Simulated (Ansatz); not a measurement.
`F[CH2][GeH2][Br]` → `[CH2]` (triplet) + `[F][GeH2][Br]` at 700 K and 1 bar (formal loss of a carbene).

Program: Ansatz. Geometries: PBE0-D4/def2-TZVP. ΔE: electronic, gas phase. CBS: MP2 limit from def2 TZ/QZ plus the TZ coupled-cluster correction, frozen cores. This one scheme is used for every species. Triplets are unrestricted, without spin–orbit coupling. For Br, Ge outer-core shells are correlated without core-valence functions, which leaves a few kJ/mol of doubt a bond. Scalar relativity is left out up to krypton. One conformer a species, not always the lowest.

| species | CCSD(T)/CBS energy (Eh) | H − E (kJ/mol) | S (J/(mol·K)) |
| --- | --- | --- | --- |
| `F[CH2][GeH2][Br]` | -4789.70402 | 186.8 | 443.1 |
| `[CH2]` (triplet) | -39.09499 | 70.4 | 226.8 |
| `[F][GeH2][Br]` | -4750.49448 | 96.2 | 372.7 |

H − E and S are ideal-gas, rigid-rotor, harmonic terms from PBE0-D4/def2-TZVP, for one conformer and one mirror image of each species, with the whole ground term of open shells counted as degenerate. 1 Eh = 2625.50 kJ/mol, R = 8.31446 J/(mol·K).

Problem. By hand: ΔE, ΔH, ΔS and ΔG.

Solution. ΔE = (-39.09499) + (-4750.49448) − (-4789.70402) = 0.11455 Eh = 300.8 kJ/mol. Δ(H − E) = 70.4 + 96.2 − 186.8 = -20.2, so ΔH = 280.6 kJ/mol. ΔS = 226.8 + 372.7 − 443.1 = 156.4 J/(mol·K). ΔG = 280.6 − 700 × (156.4)/1000 = 171.1 kJ/mol.

Problem. By hand: the equilibrium constant, and the temperature at which ΔG would vanish if ΔH and ΔS stayed fixed.

Solution. log₁₀ K = −ΔG/(RT ln 10) = -12.8. ΔG = 0 at ΔH/ΔS = 1794 K.

The number of gas molecules changes by +1, which sets the sign of ΔS. A doubt of 5 kJ/mol in ΔE shifts log₁₀ K by 0.4 here. Other conformers and mirror images would add mixing entropy, several J/(mol·K) or more a flexible species. A triplet takes part, so the spin changes. These are equilibria of isolated gas molecules and say nothing of rates. Largest T1 diagnostic: 0.011 (customary marks: 0.02 for closed shells, 0.045 for open ones).
